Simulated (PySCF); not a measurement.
From one molecule to another.

First species: C6H8F2.
Atom-mapped SMILES: `[F:1][C@@H:2]1[CH2:3][C@@H:4]([F:5])[C@H:6]2[CH2:7][C@@H:8]12` (hydrogens: H9 on C2; H10, H11 on C3; H12 on C4; H13 on C6; H14, H15 on C7; H16 on C8)

Second species: C6H7FO.
SMILES: `C=CC1=CCO[C@@H]1F`

Levels: PBE0/def2-SVPD for HOMO energy, LUMO energy, HOMO–LUMO gap and static isotropic polarisability; TDDFT PBE0/def2-SVPD for lowest singlet excitation; TDA PBE0/def2-SVPD for lowest triplet excitation (Tamm–Dancoff). Geometries: GFN2-xTB. Each species is one conformer at its optimised geometry, gas phase, non-relativistic unless stated. Electronic properties by PySCF.

The conformers computed, where there is a choice (atom-mapped SMILES and torsion angles):
- `[CH2:1]=[CH:2][C:3]1=[CH:4][CH2:5][O:6][C@@H:7]1[F:8]`: C1–C2–C3–C4 174°

The conformers of `F[C@@H]1C[C@@H](F)[C@H]2C[C@H]21` aren't listed.

```json
{"property": "HOMO energy", "column X": "-7.08 eV", "column Y": "-8.54 eV"}
{"property": "LUMO energy", "column X": "-1.23 eV", "column Y": "0.76 eV"}
{"property": "HOMO–LUMO gap", "column X": "5.85 eV", "column Y": "9.30 eV"}
{"property": "lowest singlet excitation", "column X": "5.66 eV", "column Y": "8.10 eV"}
{"property": "lowest triplet excitation (Tamm–Dancoff)", "column X": "3.15 eV", "column Y": "7.94 eV"}
{"property": "static isotropic polarisability", "column X": "77.4 au", "column Y": "65.3 au"}
```

Question: Which column belongs to which species?

Answer: Column X is the second species and column Y the first. The first has 16 atoms and 62 electrons, the second 15 and 60.

Question: How does each property change from the first species to the second?

Answer: HOMO energy +1.46 eV; LUMO energy -1.99 eV; HOMO–LUMO gap -3.45 eV; lowest singlet excitation -2.44 eV; lowest triplet excitation (Tamm–Dancoff) -4.79 eV; static isotropic polarisability +12.1 au.

On the first: No computed singlet falls in the visible range (750 to 380 nm, 1.65 to 3.26 eV); S1 lies 4.84 eV above its blue end. The polarisability is 9.68 Å³ as a volume (1 au = 0.148185 Å³), or 1.05 au for each of the 62 electrons.

On the second: S1 lies 0.19 eV below the HOMO–LUMO gap; its leading configuration is HOMO→LUMO, weight 0.93. The polarisability is 11.47 Å³ as a volume (1 au = 0.148185 Å³), or 1.29 au for each of the 60 electrons.
